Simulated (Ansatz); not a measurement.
`CCC(C)F` and `CC(F)[SiH2]N` differ in one atom or group.

Ansatz, PBE0-D4/def2-TZVP geometries, multiplicity 1. Each molecule was computed in one conformer, which needn't be the lowest.

```
                                      property  `CCC(C)F`
         LUMO energy (ωB97M-V/def2-TZVPP) / eV       2.69
size of the dipole moment (PBE/def2-TZVPP) / D       1.71
             LUMO energy (PBE/def2-TZVPP) / eV       0.47
       HOMO–LUMO gap (ωB97M-V/def2-TZVPP) / eV      14.05
         HOMO–LUMO gap (B3LYP/def2-TZVPP) / eV       9.72
           HOMO–LUMO gap (PBE/def2-TZVPP) / eV       7.87
```

Task: What does the change do to each property? (Best estimate.)

Result: The calculation gave: 
```
                                      property  `CC(F)[SiH2]N`  shift
         LUMO energy (ωB97M-V/def2-TZVPP) / eV            1.87  -0.82
size of the dipole moment (PBE/def2-TZVPP) / D            2.77   1.06
             LUMO energy (PBE/def2-TZVPP) / eV           -0.50  -0.97
       HOMO–LUMO gap (ωB97M-V/def2-TZVPP) / eV           11.51  -2.54
         HOMO–LUMO gap (B3LYP/def2-TZVPP) / eV            7.18  -2.54
           HOMO–LUMO gap (PBE/def2-TZVPP) / eV            5.41  -2.46
```

With PBE0 the HOMO rises by 1.66 eV and the LUMO falls by 0.93 eV, so the gap narrows by about 2.59 eV. PBE moves the HOMO by 1.49 eV and ωB97M-V by 1.71 eV. Dipoles are sizes alone; their direction can turn.

B3LYP here is the variant with VWN-RPA as its local correlation; programs differ in this.
